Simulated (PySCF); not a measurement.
Gas-phase reaction: SeO2 + 2 F2 = SeF4 + O2

Energies from PySCF (xtb for GFN2), thermal terms from the rigid-rotor harmonic-oscillator model, ideal gas at 1 bar. † marks an energy on the PBE0/def2-TZVP geometry and frequencies; other levels use their own. MP2 freezes the core. Open shells (unrestricted): O2 (multiplicity 3); the rest are closed-shell singlets. GFN2 has no spin-polarisation term. B3LYP is the form with VWN-RPA correlation. Se: all electrons, no relativistic terms. MP2 isn't extrapolated to the basis-set limit; its ΔH°(298 K) is -653.6 kJ in def2-SVP and -668.8 kJ in def2-TZVPP. The harmonic model lacks anharmonicity and excited electronic states, which grow with temperature; levels with a mode under 35 cm⁻¹ are left out. Warning, point group unlike the PBE0 one: SeF4 (GFN2-xTB).

```json
[
 {"level": "B3LYP/def2-TZVP†", "ΔE electronic, kJ": "-701", "ΔH°(298 K), kJ": "-696", "ΔS°(298 K), J/K": "-149", "ΔG°(1200 K), kJ": "-526"},
 {"level": "GFN2-xTB", "ΔE electronic, kJ": "-336", "ΔH°(298 K), kJ": "-330", "ΔS°(298 K), J/K": "-138", "ΔG°(1200 K), kJ": "-173"},
 {"level": "M06-2X/def2-TZVP†", "ΔE electronic, kJ": "-754", "ΔH°(298 K), kJ": "-749", "ΔS°(298 K), J/K": "-149", "ΔG°(1200 K), kJ": "-580"},
 {"level": "MP2/def2-SVP†", "ΔE electronic, kJ": "-659", "ΔH°(298 K), kJ": "-654", "ΔS°(298 K), J/K": "-149", "ΔG°(1200 K), kJ": "-484"},
 {"level": "PBE/def2-TZVP†", "ΔE electronic, kJ": "-677", "ΔH°(298 K), kJ": "-672", "ΔS°(298 K), J/K": "-149", "ΔG°(1200 K), kJ": "-502"},
 {"level": "PBE0/def2-QZVP†", "ΔE electronic, kJ": "-737", "ΔH°(298 K), kJ": "-732", "ΔS°(298 K), J/K": "-149", "ΔG°(1200 K), kJ": "-562"},
 {"level": "ωB97X-V/def2-TZVP†", "ΔE electronic, kJ": "-733", "ΔH°(298 K), kJ": "-728", "ΔS°(298 K), J/K": "-149", "ΔG°(1200 K), kJ": "-559"}
]
```
ΔH° is lowest at M06-2X/def2-TZVP† and highest at GFN2-xTB. No reference value is set beside these.
